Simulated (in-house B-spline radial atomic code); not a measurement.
Settings and results of a run for Fe²⁺ (an excited or competing configuration). All numbers are computed (scalar-relativistic (X2C) wB97X, spin-polarised, spherical fractional occupations, exact exchange averaged over the configuration; Fermi nucleus of rms radius 3.7377 fm) with a radial B-spline atomic code at the basis-set limit, not measured.

Command:
```bash
python run_scf.py task.json out
```
Settings (nuclear radius in fm, mass in u):
```
Z                26
configuration    [Ne] 3s2 3p5 3d7
hamiltonian      x2c
method           wb97x
spin_polarised   True
nucleus          fermi
rms_radius       3.7377
atomic_mass      55.93494
speed_of_light   137.035999084
exact_exchange   averaged over the configuration
```

Output (hartree, bohr):
```
 radial grid: 70 intervals, B-splines of order 8, outer radius 25.5556 bohr

 iter        energy (Eh)    residual
    1       -1255.048273    5.17e-01
    2       -1261.132153    5.99e-01
    3       -1269.321890    1.32e-01
    4       -1269.807825    3.33e-02
    5       -1269.828630    9.74e-03
    6       -1269.829009    6.46e-03
    7       -1269.830261    1.98e-03
    8       -1269.830349    1.55e-04
    9       -1269.830349    4.12e-06
   10       -1269.830349    7.24e-07
   11       -1269.830349    2.13e-07

 total energy                     -1269.83035
 kinetic                            1287.3537
 electron-nucleus                  -3022.3209
 Hartree                             520.2626
 exact exchange                      -11.4005
 exchange-correlation                -43.7253

 orbital      occ     eigenvalue          <r>       <r^2>       <1/r>       r_max
 1s up      1.000      -259.1043    0.0581225  0.00455617     26.3376     0.03791
 1s down    1.000      -259.0855    0.0581185   0.0045555      26.339     0.03791
 2s up      1.000       -31.3928     0.266456   0.0839175     5.61952      0.2221
 2s down    1.000       -31.3205      0.26599   0.0835828     5.62792       0.222
 2p up      3.000       -26.8692     0.235329   0.0680888     5.46061      0.1797
 2p down    3.000       -26.7974     0.234935   0.0678175     5.46653      0.1796
 3s up      1.000        -4.5318     0.808134    0.753396     1.75878      0.7009
 3s down    1.000        -4.3007     0.813799    0.765032     1.74372      0.7021
 3p up      3.000        -3.2478     0.852598     0.85581     1.61255      0.7137
 3p down    2.000        -3.0328     0.862834     0.87889     1.59389      0.7158
 3d up      5.000        -1.2220      1.03138     1.35707     1.27328      0.7079
 3d down    2.000        -1.0589      1.10732     1.59497     1.21313      0.7209
```

Cost of the run: 1.2 s on 1 thread of Arm Neoverse N1, with other jobs on the host.

One-electron X2C: radii and densities carry no picture-change correction, so inner-shell <1/r> comes out high (for 1s by about 2 % at Z = 33, 5 % at 54, 10 % at 75, 30 % at 118) and <r> low.
